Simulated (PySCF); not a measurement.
TcO3(NH2) (singlet state).
Z-matrix (Å and degrees, PBE0-D3(BJ)/def2-SVP geometry), rows numbered from 1:
```
Tc
O   1  1.6690
O   1  1.6649  2  109.71
O   1  1.6663  2  109.31  3  -124.63
N   1  1.8911  2  110.79  3   117.29
H   5  1.0164  1  122.19  2   -85.12
H   5  1.0162  1  122.42  2    77.62
```

Computed, not measured: PySCF, TDDFT wB97X-D/def2-SVPD, vertical, gas phase, core orbitals frozen in the response, def2 core potentials past Kr. Spin–orbit coupling is left out.

Computed states:

```tsv
state	E (eV)	f
S1	3.73	0.0013
S2	4.00	0.0019
S3	4.31	0.0004
S4	4.47	0.019
S5	4.59	0.0018
S6	4.70	0.039
S7	4.88	0.0006
S8	5.12	0.020
S9	5.56	0.0066
S10	5.66	0.025
```

Each state is given a Gaussian of 0.4 eV full width at half maximum, with ε(max) = 2.175×10⁸ f / Δν̃ (Δν̃ the width in cm⁻¹). The cross-section is σ = 3.8235×10⁻²¹ ε cm², given in Mb (10⁻¹⁸ cm²). The width is an assumption, not a result. The curve ends short of the highest state used, and states not computed would add to its high-energy end.

Q: What does the envelope look like, and where are its maxima?

A: 
(λ (nm), σ (Mb)): (244.9, 6.14), (248.5, 6.53), (252.0, 7.42), (255.5, 8.98), (259.0, 10.81), (262.5, 12.28), (266.1, 12.89), (269.6, 12.50), (273.1, 11.34), (276.6, 9.71), (280.1, 7.90), (283.6, 6.11), (287.2, 4.46), (290.7, 3.16), (294.2, 2.18), (297.7, 1.51), (301.2, 1.11), (304.8, 0.88), (308.3, 0.77), (311.8, 0.71), (315.3, 0.68), (318.8, 0.65), (322.3, 0.61), (325.9, 0.57), (329.4, 0.52), (332.9, 0.47), (336.4, 0.42), (339.9, 0.36), (343.4, 0.30), (347.0, 0.24), (350.5, 0.19), (354.0, 0.14), (357.5, 0.11), (361.0, 0.08), (364.6, 0.05), (368.1, 0.04), (371.6, 0.02), (375.1, 0.01), (378.6, 0.01), (382.1, 0.01), (385.7, 0.00), (389.2, 0.00), (392.7, 0.00), (396.2, 0.00)

Maxima: 266 nm (4.65 eV), ε about 3400, made up of S4 (21%) and S6 (74%) (ε in L mol⁻¹ cm⁻¹; maxima over ε = 5, shares over 10%).

Q: On this curve, what absorbance would a 10⁻⁵ mol/L sample give at 365 nm over a 1 cm path?

A: 365 nm is 3.397 eV, where ε is about 13 L mol⁻¹ cm⁻¹, so A = ε c l ≈ 0.00013 (Beer–Lambert, with the gas-phase spectrum and the assumed width).

Q: What would ε be at 4.65 eV, the highest of these maxima, with half the width (0.2 eV)?

A: About 4720 L mol⁻¹ cm⁻¹ against 3370, a factor of about 1.4; a lone state at its own centre would give exactly 2.

Q: Coming from long wavelengths, where does ε first pass 100 L mol⁻¹ cm⁻¹?

A: At about 338 nm (3.66 eV), 0.06 eV below S1.

All these states lie below the vertical ionisation energy of 11.03 eV (ΔSCF).

Time: 1.8 min. Hardware: x86-64 server, one thread, no GPU (shared host).
